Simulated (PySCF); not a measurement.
**How methods differ on the excitation energy of In+**

In+ [Kr] 4d10 5s2 (1S) → In+ [Kr] 4d10 5s1 5p1 (3P), as a difference of total energies. Computed with PySCF 2.14 in dyall-av2z, with the non-relativistic Hamiltonian (point nucleus). Correlated levels: valence: [Kr] 4d10 frozen; virtual orbitals above 40 to 60 times the deepest correlated orbital energy dropped. The calculations carry no spin-orbit coupling.

```tsv
method	excitation energy (eV)	difference from reference (eV)
UHF	3.480	-2.051
MP2 (valence)	4.044	-1.487
SCS-MP2 (valence)	4.201	-1.330
CCSD (valence)	4.307	-1.224
```

Reference: 5.531 eV (measured; NIST levels, between the centres of gravity of the two terms).

These non-relativistic numbers lack the scalar-relativistic shift.

With two correlated electrons CCSD is exact in that space.
